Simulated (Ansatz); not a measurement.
Abridged output of a molecular run in Ansatz:

```
Functional definition: HF
1410 factors; integrals over basis functions are off by at most 1.5e-3 eV
mean field evaluation 1: about -61641.3460 eV, gradient 3.9e1 eV
mean field evaluation 2: about -61641.4483 eV, gradient 3.9e1 eV
mean field evaluation 4: about -61645.1086 eV, gradient 4.1e0 eV
mean field evaluation 8: about -61645.1588 eV, gradient 1.8e-4 eV
mean field -61645.15881644 eV, -2265.4178019148 hartree, gradient 2.4e-6 eV, S^2 0.000000; 0 other end points of the search recorded, 0 dependent functions left out
13 core orbitals not correlated: weight in the atoms' cores, before any rotation towards them, 1.000 or more for the frozen orbitals, at most 0.000 for the correlated occupied ones
reference -61645.15881644 eV, -2265.4178019148 hartree; 21, 21 occupied and 104, 104 virtual orbitals, 1410 factors
second order -23.54631243 eV of doubles, -0.00000000 eV of singles
cycle   1  -24.18853013 eV  change   -6.4e-1 eV  update   1.1e-1
cycle   2  -24.87606660 eV  change   -6.9e-1 eV  update   3.0e-2
cycle   3  -24.99155176 eV  change   -1.2e-1 eV  update   1.4e-2
cycle   4  -24.98593975 eV  change    5.6e-3 eV  update   3.4e-3
cycle   5  -24.98689668 eV  change   -9.6e-4 eV  update   1.6e-3
cycle   6  -24.98656562 eV  change    3.3e-4 eV  update   5.3e-4
cycle   7  -24.98636037 eV  change    2.1e-4 eV  update   2.2e-4
cycle   8  -24.98635709 eV  change    3.3e-6 eV  update   7.0e-5
cycle   9  -24.98634693 eV  change    1.0e-5 eV  update   2.3e-5
perturbative correction -0.70208874 eV, -0.0258012851 hartree
Total energy: -61670.84725211 eV, -2266.3618345133 hartree
```

Its atoms:

Cartesian coordinates in Å:
```
C 0.703 0.175 2.033
N -0.635 0.068 1.488
Ge -1.031 0.828 -0.126
N 0.258 0.397 -1.364
C 0.367 -0.969 -1.829
H 1.037 1.215 1.983
H 0.707 -0.111 3.089
H 1.456 -0.430 1.510
H -1.049 -0.839 1.636
H -0.978 2.361 -0.015
H -2.441 0.299 -0.479
H 0.370 1.071 -2.106
H -0.429 -1.282 -2.522
H 1.327 -1.134 -2.327
H 0.336 -1.649 -0.972
```

Which basis set was used?
A. cc-pV(Q+d)Z
B. def2-TZVPP
C. def2-QZVPP
D. def2-SVP

D. It gives 138 functions.

Write the keys of the input that set method, charge and spin (a neutral closed shell needs none for the last two).


```yaml
correlation: {method: ccsd_t}
```
